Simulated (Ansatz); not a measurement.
Si₂Te. Total charge 0; quintet. Geometry r2SCAN-D4/def2-TZVP; atoms count from 1.

```xyz
3

Si    1.1794    0.0348    0.7402
Si   -0.3612    1.2341   -0.5354
Te   -0.8182   -1.2689   -0.2048
```

In the def2 sets Te takes a core potential; there is no spin–orbit coupling. At PBE0-D4/def2-TZVP a singlet of charge 0 lies 3.01 eV below the quintet, each at its own geometry. The structure comes from a short search, and lower isomers may exist.

Question: Estimate the Mulliken populations from the PBE0/def2-TZVP orbitals of Ansatz.

Answer: 
```
atom  charge (e)  spin (α − β)
 Si1       -0.02          1.61
 Si2       -0.02          1.61
 Te3        0.04          0.78
```
Mulliken values depend strongly on the basis.

Question: Where does the spin sit?

Answer: Summed by element: Si 3.22, Te 0.78, of 4 unpaired in all. Largest on single atoms: Si1 1.61, Si2 1.61, Te3 0.78.

Question: And the Mayer bond orders between heavy atoms (over 0.3)?

Answer: Si1–Si2 1.04 (2.33 Å); Si1–Te3 1.05 (2.57 Å); Si2–Te3 1.05 (2.57 Å).
